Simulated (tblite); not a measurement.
C6H5ClF (doublet state).
Atom-mapped SMILES: `[C:1]#[C:2][C@@H:3]1[CH2:4][C@H:5]([Cl:6])[C@@H:7]1[F:8]` (hydrogens: H9 on C3; H10, H11 on C4; H12 on C5; H13 on C7)

Geometry (GFN2-xTB, Å), atoms numbered from 1 in this order:
```xyz
13
C6H5ClF angstrom
C      3.0032    0.8542    0.7217
C      1.8847    0.4332    0.7090
C      0.5236   -0.0769    0.7417
C      0.1352   -1.0528   -0.3881
C     -1.1540   -0.2487   -0.5956
Cl    -1.5769    0.1535   -2.2671
C     -0.5790    0.9010    0.2607
F     -0.1020    1.9386   -0.4776
H      0.3047   -0.4643    1.7386
H      0.8057   -0.9727   -1.2410
H      0.0170   -2.0968   -0.1100
H     -2.0325   -0.6994   -0.1343
H     -1.2341    1.3316    1.0242
```

All values are computed: GFN2-xTB (tblite) harmonic vibrations without scaling, gas phase. Against measured fundamentals such values can be off by several per cent, at times by over 20. One conformer, not necessarily the lowest. Open shells enter through the occupations alone, without spin polarisation, and single modes of such species can be off by tens of per cent.

Harmonic wavenumbers (cm⁻¹): 39.5, 105.1, 147.2, 168.8, 255.0, 306.5, 365.0, 402.5, 527.8, 661.4, 738.5, 845.0, 915.3, 962.4, 991.3, 1033.8, 1060.8, 1087.1, 1138.6, 1155.2, 1179.8, 1197.9, 1206.8, 1233.1, 1253.2, 1292.6, 1447.8, 2302.1, 2935.7, 2960.0, 2969.5, 3026.4, 3030.8.

A = 3604, B = 1127, C = 1022 MHz; mass 131.006 u (most abundant isotopes); point group C1, symmetry number 1; spin multiplicity 2.

Q: Zero-point energy?

A: ½Σν̃ = 19471 cm⁻¹ = 55.67 kcal/mol.

Q: Give the ideal-gas entropy at 298.15 K and 1 bar in the rigid-rotor, harmonic-oscillator model (classical rotation).

A: Translation 40.55, rotation 28.74, vibration 21.21, spin (R ln 2) 1.38: S = 91.9 cal/(mol K).

Q: And Cp and H(298.15 K) − H(0)?

A: Cp = 29.46 cal/(mol K), of which vibrations give 21.52 (their classical limit is 33 R = 65.6); H(298.15 K) − H(0) = 5.66 kcal/mol without the zero-point energy, 3.29 from vibrations.

Q: Which modes carry the vibrational entropy at 298.15 K?

A: 39.5 cm⁻¹: 5.28; 105.1 cm⁻¹: 3.36; 147.2 cm⁻¹: 2.71; 168.8 cm⁻¹: 2.45; 255.0 cm⁻¹: 1.70; 306.5 cm⁻¹: 1.38 cal/(mol K); the other 27 give 4.34 together.

Q: How do the functions run with temperature in this model?

A: 
```json
{"T (K)": "50", "S (cal/(mol K))": "59.0", "Cp (cal/(mol K))": "11.7", "H − H(0) (kcal/mol)": "0.48", "G − H(0) (kcal/mol)": "-2.47", "ln q(vib)": "0.46"}
{"T (K)": "100", "S (cal/(mol K))": "68.4", "Cp (cal/(mol K))": "15.9", "H − H(0) (kcal/mol)": "1.17", "G − H(0) (kcal/mol)": "-5.67", "ln q(vib)": "1.35"}
{"T (K)": "373.15", "S (cal/(mol K))": "99.1", "Cp (cal/(mol K))": "34.7", "H − H(0) (kcal/mol)": "8.07", "G − H(0) (kcal/mol)": "-28.90", "ln q(vib)": "6.51"}
{"T (K)": "500", "S (cal/(mol K))": "110.3", "Cp (cal/(mol K))": "42.2", "H − H(0) (kcal/mol)": "12.97", "G − H(0) (kcal/mol)": "-42.19", "ln q(vib)": "8.83"}
{"T (K)": "750", "S (cal/(mol K))": "129.5", "Cp (cal/(mol K))": "52.2", "H − H(0) (kcal/mol)": "24.88", "G − H(0) (kcal/mol)": "-72.25", "ln q(vib)": "13.22"}
{"T (K)": "1000", "S (cal/(mol K))": "145.4", "Cp (cal/(mol K))": "58.3", "H − H(0) (kcal/mol)": "38.75", "G − H(0) (kcal/mol)": "-106.67", "ln q(vib)": "17.28"}
```

q(vib) and H(0) count from the zero-point level.

Q: What must be added to the electronic energy to get the Gibbs energy at 298.15 K and 1 bar?

A: ZPE + [H(298.15 K) − H(0)] − T·S = 55.67 + 5.66 − 27.39 = 33.94 kcal/mol.

Q: Blend soft modes into free rotors: weight 1/[1 + (100 cm⁻¹/ν̃)⁴] for the oscillator and the rest for a rotor with moment μB/(μ + B), μ = h/(8π²ν), B = 10⁻⁴⁴ kg m². What vibrational entropy results?

A: 19.46 cal/(mol K) in place of 21.21, which changes −T·S at 298.15 K by +0.52 kcal/mol.

Hindered rotation and anharmonicity are outside this model. Other conformers, if any are populated, would add a mixing term that is left out. The structure is chiral; the term R ln 2 for an equal mix with its mirror image is left out.
